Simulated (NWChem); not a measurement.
System: BHF2; SMILES B(F)F

Output (shortened):

```
             Northwest Computational Chemistry Package (NWChem) 7.3.0
             --------------------------------------------------------

 C2V symmetry detected

                             Geometry "geometry" -> ""
                             -------------------------

 Output coordinates in angstroms (scale by  1.889725989 to convert to a.u.)

  No.       Tag          Charge          X              Y              Z
 ---- ---------------- ---------- -------------- -------------- --------------
    1 B                    5.0000     0.00000000     0.00000000    -0.45782729
    2 H                    1.0000     0.00000000     0.00000000    -1.64722429
    3 F                    9.0000    -1.13345300     0.00000000     0.21868671
    4 F                    9.0000     1.13345300     0.00000000     0.21868671

 Effective nuclear repulsion energy (a.u.)      61.5762313332

      Symmetry information
      --------------------

 Group name             C2v
 Group number             16
 Group order               4
 No. of unique centers     3

                                 NWChem DFT Module
                                 -----------------

 Summary of "ao basis" -> "ao basis" (spherical)
 ------------------------------------------------------------------------------
       Tag                 Description            Shells   Functions and Types
 ---------------- ------------------------------  ------  ---------------------
 B                         def2-tzvp                11       31   5s3p2d1f
 H                         def2-tzvp                 4        6   3s1p
 F                         def2-tzvp                11       31   5s3p2d1f

      Symmetry analysis of basis
      --------------------------

        a1         39
        a2         13
        b1         29
        b2         18

            General Information
            -------------------
          SCF calculation type: DFT
          Wavefunction type:  closed shell.
          No. of atoms     :     4
          No. of electrons :    24
           Alpha electrons :    12
            Beta electrons :    12
          Charge           :     0
          Spin multiplicity:     1
          Use of symmetry is: on ; symmetry adaption is: on
          Maximum number of iterations: 150
          AO basis - number of functions:    99
                     number of shells:    37
          Convergence on energy requested:  1.00D-06
          Convergence on density requested:  1.00D-05
          Convergence on gradient requested:  5.00D-04

              XC Information
              --------------
                     Hartree-Fock (Exact) Exchange  1.000
                   CAM-Becke88 Exchange Functional  1.000
                      VWN V Correlation Functional  0.190 local
              Lee-Yang-Parr Correlation Functional  0.810

           Range-Separation Parameters
           ---------------------------
           Alpha           :  0.19
           Beta            :  0.46
           Gamma           :  0.33
           Short-Range HF  :     F

             Grid Information
             ----------------
          Grid used for XC integration:  medium
          Radial quadrature: Mura-Knowles
          Angular quadrature: Lebedev.
          Tag              B.-S. Rad. Rad. Pts. Rad. Cut. Ang. Pts.
          ---              ---------- --------- --------- ---------
          B                   0.85       49           7.0       434
          H                   0.35       45           7.0       434
          F                   0.50       49           8.0       434
          Grid pruning is: on
          Number of quadrature shells:   143
          Spatial weights used:  Erf1

      Superposition of Atomic Density Guess
      -------------------------------------

 Sum of atomic energies:        -223.87067879

      Non-variational initial energy
      ------------------------------

 Total energy =    -224.513586
 1-e energy   =    -433.040573
 2-e energy   =     146.950756
 HOMO         =      -0.495929
 LUMO         =       0.049230

      Symmetry analysis of molecular orbitals - initial
      -------------------------------------------------

  Numbering of irreducible representations:

     1 a1          2 a2          3 b1          4 b2

  Orbital symmetries:

     1 a1          2 b1          3 a1          4 a1          5 b1
     6 a1          7 b1          8 a1          9 b2         10 a2
    11 b1         12 a1         13 b2         14 a1         15 b1
    16 a1         17 b2         18 a1         19 a1         20 b1
    21 a1         22 b1

     ---------------------------------------------
      Total Density - Mulliken Population Analysis
     ---------------------------------------------

    Atom       Charge   Shell Charges
 -----------   ------   -------------------------------------------------------
    1 B    5     4.15   0.92  1.07  0.51  0.39  0.07  0.62  0.33  0.04  0.10  0.08  0.04
    2 H    1     1.01   0.24  0.50  0.26  0.01
    3 F    9     9.42   0.77  1.20  0.61  1.00  0.31  2.36  2.32  0.84  0.00  0.01  0.00
    4 F    9     9.42   0.77  1.20  0.61  1.00  0.31  2.36  2.32  0.84  0.00  0.01  0.00

   convergence    iter        energy       DeltaE   RMS-Dens  Diis-err
 ---------------- ----- ----------------- --------- --------- ---------
 d= 0,ls=0.0,diis     1   -225.2116782159 -2.87D+02  6.49D-03  8.54D-01
 d= 0,ls=0.0,diis     2   -225.2305624506 -1.89D-02  2.75D-03  8.68D-01
 d= 0,ls=0.0,diis     3   -225.2905463202 -6.00D-02  5.91D-04  2.51D-02
 d= 0,ls=0.0,diis     4   -225.2920992232 -1.55D-03  1.21D-04  6.75D-04
 d= 0,ls=0.0,diis     5   -225.2921615566 -6.23D-05  2.52D-05  9.97D-06
  Resetting Diis
 d= 0,ls=0.0,diis     6   -225.2921631047 -1.55D-06  3.64D-06  2.65D-07
 d= 0,ls=0.0,diis     7   -225.2921631418 -3.71D-08  4.19D-07  1.65D-09

[...]
```

Level: CAM-B3LYP/def2-TZVP. All runs use the structure optimised with B3LYP/6-31G* (spherical d).

### Question
Which NWChem input produces such a log?

### Answer
One answer among several that fit: the input that was run:
```
start job
memory heap 200 mb stack 900 mb global 1100 mb
geometry units angstroms noautoz
  B      0.000000     0.000000    -0.457660
  H      0.000000     0.000000    -1.647057
  F     -1.133453     0.000000     0.218854
  F      1.133453     0.000000     0.218854
end
basis spherical
  * library def2-tzvp
end
dft
  xc xcamb88 1.00 lyp 0.81 vwn_5 0.19 hfexch 1.00
  cam 0.33 cam_alpha 0.19 cam_beta 0.46
  iterations 150
  mulliken
end
task dft energy
```
